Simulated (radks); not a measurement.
Question: The mean radii <r> (bohr) of the occupied orbitals of an atom or ion are listed with their occupations. Calculated with a radial shooting solver on a logarithmic mesh with Libxc functionals: Dirac Kohn-Sham, PBE, spin-unpolarised, spherical densities, finite nucleus; Fermi nuclear charge, rms radius of each element as measured or else 0.836 A^(1/3) + 0.57 fm.

orbital  occ.      <r>
1s1/2       2  0.01800
2s1/2       2  0.07339
2p1/2       2  0.06033
2p3/2       1  0.06785

Name the element and its charge. Open shells, if any, fill j = l - 1/2 first.

Answer: Z = 75, rhenium, charge +68: Re68+ in [He] 2s2 2p3. The 1s radius gives Z: for a bare nucleus <r> = (2 gamma + 1)/(2Z) with gamma = sqrt(1 - (Z/c)^2), 0.01783 bohr for Z = 75, and screening makes it slightly larger (0.01800 here). The occupations add up to 7, and the charge is Z minus that.
